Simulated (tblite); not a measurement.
Input of a run (GFN2-xTB geometry optimisation, gas phase (tblite 0.8.0)), started from a force field or distance geometry:
```
{"job": {"kind": "relax", "xc": "GFN2-xTB", "basis": "xTB"}, "charge": 0, "multiplicity": 2}
C     -3.168400     0.969000     0.848400
C     -2.727400     0.095300    -0.267400
Si    -1.000700     0.072500    -0.854500
Si     0.301400    -1.316000     0.408200
Si     2.404200    -1.298300    -0.489600
Si     3.182400     0.855900    -0.344800
H     -3.704300     0.380800     1.598100
H     -2.347100     1.495700     1.353500
H     -3.867300     1.721800     0.466500
H     -3.444300    -0.535800    -0.769900
H     -0.464400     1.451700    -0.803700
H     -0.997900    -0.373900    -2.271100
H     -0.252700    -2.708500     0.413900
H      0.349800    -0.862800     1.831200
H      2.356500    -1.738400    -1.915300
H      3.294800    -2.230300     0.259600
H      2.339200     1.768200    -1.151900
H      4.583600     0.940500    -0.841800
H      3.153000     1.321900     1.076100
```

Output (eV, eV/Å):
```
step      E/eV     max force
  0    -481.70298    0.873
  1    -481.74699    0.423
  2    -481.78233    0.280
  3    -481.79270    0.317
  4    -481.82033    0.274
  5    -481.82863    0.239
  6    -481.83993    0.238
  7    -481.84894    0.260
  8    -481.85714    0.228
  9    -481.86172    0.143
 10    -481.86426    0.107
 11    -481.86593    0.102
 12    -481.86740    0.140
 13    -481.86876    0.129
 14    -481.87006    0.078
 15    -481.87122    0.078
 16    -481.87222    0.083
 17    -481.87315    0.079
 18    -481.87412    0.074
 19    -481.87521    0.106
 20    -481.87635    0.106
 21    -481.87747    0.083
 22    -481.87853    0.086
 23    -481.87960    0.082
 24    -481.88078    0.092
 25    -481.88202    0.122
 26    -481.88310    0.107
 27    -481.88391    0.063
 28    -481.88452    0.056
 29    -481.88515    0.070
 30    -481.88600    0.107
 31    -481.88720    0.117
 32    -481.88862    0.101
 33    -481.88994    0.109
 34    -481.89093    0.101
 35    -481.89161    0.079
 36    -481.89209    0.055
 37    -481.89251    0.050
 38    -481.89288    0.055
 39    -481.89324    0.073
 40    -481.89359    0.069
 41    -481.89391    0.046
 42    -481.89421    0.045
 43    -481.89451    0.053
 44    -481.89483    0.052
 45    -481.89518    0.048
 46    -481.89553    0.037
 47    -481.89584    0.044
 48    -481.89615    0.048
 49    -481.89650    0.062
 50    -481.89697    0.057
 51    -481.89755    0.060
 52    -481.89806    0.061
 53    -481.89836    0.046
 54    -481.89856    0.044
 55    -481.89878    0.040
 56    -481.89910    0.066
 57    -481.89953    0.070
 58    -481.89992    0.053
 59    -481.90017    0.042
 60    -481.90034    0.031
 61    -481.90051    0.043
 62    -481.90071    0.034
 63    -481.90089    0.035
 64    -481.90106    0.035
 65    -481.90124    0.044
 66    -481.90147    0.052
 67    -481.90170    0.037
 68    -481.90191    0.034
 69    -481.90205    0.025
 70    -481.90217    0.026
 71    -481.90229    0.031
 72    -481.90241    0.025
 73    -481.90257    0.027
 74    -481.90275    0.043
 75    -481.90292    0.038
 76    -481.90300    0.018
 77    -481.90304    0.014
 78    -481.90306    0.018
 79    -481.90312    0.023
 80    -481.90320    0.030
 81    -481.90330    0.027
 82    -481.90337    0.019
 83    -481.90341    0.017
 84    -481.90345    0.015
 85    -481.90350    0.023
 86    -481.90356    0.018
 87    -481.90359    0.016
 88    -481.90362    0.016
 89    -481.90366    0.019
 90    -481.90373    0.032
 91    -481.90383    0.036
 92    -481.90392    0.024
 93    -481.90396    0.010
 94    -481.90397    0.010
```

Summarise the run.

The energy falls by 4.6 kcal/mol over 94 L-BFGS steps, the largest force on an atom goes from 0.87 to 0.010 eV/Å, and the atoms move by 0.255 Å rms after alignment. The bond that changes most is Si3–Si4 (ends: silicon bonded to C, Si and 2 H; silicon bonded to 2 Si and 2 H), which lengthens by 0.060 Å. Bonds longer at the end by more than 0.005 Å: 3 of 18; shorter: 10. Among the angles that change most is Si4–Si5–Si6, from 107.1° to 115.3°. Among the dihedrals that turn most is H7–C1–C2–Si3, from -128° to -107°. The energy never rose by more than 1e-5 eV on the way. The first step brought 22 % of the lowering.

What are the final bond lengths?

C1–C2 1.484 Å, C2–Si3 1.827 Å, Si3–Si4 2.344 Å, Si4–Si5 2.328 Å, Si5–Si6 2.312 Å, C1–H7 1.095 Å, C1–H8 1.088 Å, C1–H9 1.093 Å, C2–H10 1.082 Å, Si3–H11 1.473 Å, Si3–H12 1.469 Å, Si4–H13 1.473 Å, Si4–H14 1.475 Å, Si5–H15 1.474 Å, Si5–H16 1.473 Å, Si6–H17 1.465 Å, Si6–H18 1.465 Å, Si6–H19 1.466 Å. Numbering counts from 1 in the input's order; the species is `[SiH2]([SiH2][CH]C)[SiH2][SiH3]` [radical].

Hardware: one thread, Intel Xeon at 2.50 GHz (x86_64), no GPU, shared host. Cost: 3.0 s of wall time.

Its lowest GFN2-xTB frequency is 7 cm⁻¹, too small to tell a flat minimum from a shallow saddle.

One conformer stands for the species.

The numbers are calculated, not measured.
